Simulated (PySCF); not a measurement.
# Telling isomers of C$_{6}$H$_{9}$FO$_{2}$Si apart by NMR

PySCF 2.14 calculation with geometry: GFN2-xTB and shielding tensors at PBE0/pcSseg-1 (GIAO); equivalent nuclei averaged, one conformer, no relativistic terms, no solvent.

Scale: 1H (31.72 ppm) and 13C (186.93 ppm) against TMS (reference shieldings calculated alike). Splittings of carbon signals by F and P are missing where no couplings were computed. Where no couplings were computed, multiplicities follow the n + 1 count of equivalent neighbours, and m marks all less simple cases (inequivalent or close neighbours, rings, F or P nearby). Acid and N–H amide carbonyl carbons lie up to 10 ppm further downfield in solution (hydrogen bonding). Shifts are as computed. Against solution values, carbons near 30 ppm lie about +3 ppm off and those near 130 ppm about +5 ppm. Of 1309 compounds with measured shifts, 239 miss one by over three times the rms of a fit or turn the order of signals round; such compounds aren't used in these exercises. OH and NH positions are gas-phase values without hydrogen bonding to other molecules.

(1) Tabulate the signals of `CO[Si@@H]1CC(C(C)=O)=C1F`, `C/C=C1/[SiH2][C@@H](C(=O)O)[C@@H]1F`, `CC#C[SiH2]O[C@@H]1C[C@H](F)O1` and their relative energies.

(2) What is the quickest way to tell CO[Si@@H]1CC(C(C)=O)=C1F from CC#C[SiH2]O[C@@H]1C[C@H](F)O1?

(3) What is the quickest way to tell C/C=C1/[SiH2][C@@H](C(=O)O)[C@@H]1F from CC#C[SiH2]O[C@@H]1C[C@H](F)O1?

(4) What is the quickest way to tell CO[Si@@H]1CC(C(C)=O)=C1F from C/C=C1/[SiH2][C@@H](C(=O)O)[C@@H]1F?

## Answers

(1) 
```tsv
SMILES	carbon types	δC	δH	E rel. (kcal/mol)
CO[Si@@H]1CC(C(C)=O)=C1F	3×C 1×CH2 2×CH3	197.1, 184.4, 140.0, 54.8, 34.8, 14.5	5.45 (m, 1H), 4.04 (s, 3H), 2.47 (s, 3H), 1.59 (m, 1H), 1.55 (m, 1H)	0.0
C/C=C1/[SiH2][C@@H](C(=O)O)[C@@H]1F	2×C 3×CH 1×CH3	179.9, 160.1, 141.1, 94.3, 37.4, 21.5	6.55 (m, 1H), 6.36 (m, 1H), 5.94 (br s, 1H), 5.14 (m, 1H), 4.66 (m, 1H), 3.13 (m, 1H), 2.11 (d, 3H)	1.7
CC#C[SiH2]O[C@@H]1C[C@H](F)O1	2×C 2×CH 1×CH2 1×CH3	111.9, 109.7, 96.3, 84.2, 44.6, 5.9	5.97 (m, 1H), 5.79 (m, 1H), 5.38 (d, 1H), 5.15 (d, 1H), 3.09 (m, 1H), 2.54 (m, 1H), 2.08 (s, 3H)	20.6
```

Energies are electronic energies at PBE0/pcSseg-1 on these geometries, without zero-point or thermal terms, each for the one conformer computed, which needn't be the lowest.

(2) Both give the same number of carbon signals, but DEPT or the intensities differ. The first has a ketone carbonyl carbon (C) at 197.1 ppm, the second an sp3 CH bonded to F and O at 109.7 ppm. Their most deshielded carbons lie at 197.1 and 111.9 ppm. In the proton spectra the most deshielded non-exchanging signals are 5.45 (m, 1H) and 5.97 (m, 1H).

(3) Both give the same number of carbon signals, but DEPT or the intensities differ. The first has a carboxylic acid carbon (C) at 179.9 ppm, the second an sp3 CH2 in a ring at 44.6 ppm. Their most deshielded carbons lie at 179.9 and 111.9 ppm. In the proton spectra the most deshielded non-exchanging signals are 6.55 (m, 1H) and 5.97 (m, 1H).

(4) Both give the same number of carbon signals, but DEPT or the intensities differ. The first has an allylic sp3 CH2 bonded to Si at 14.5 ppm, the second an alkene CH at 160.1 ppm. Their most deshielded carbons lie at 197.1 and 179.9 ppm. In the proton spectra the most deshielded non-exchanging signals are 5.45 (m, 1H) and 6.55 (m, 1H).
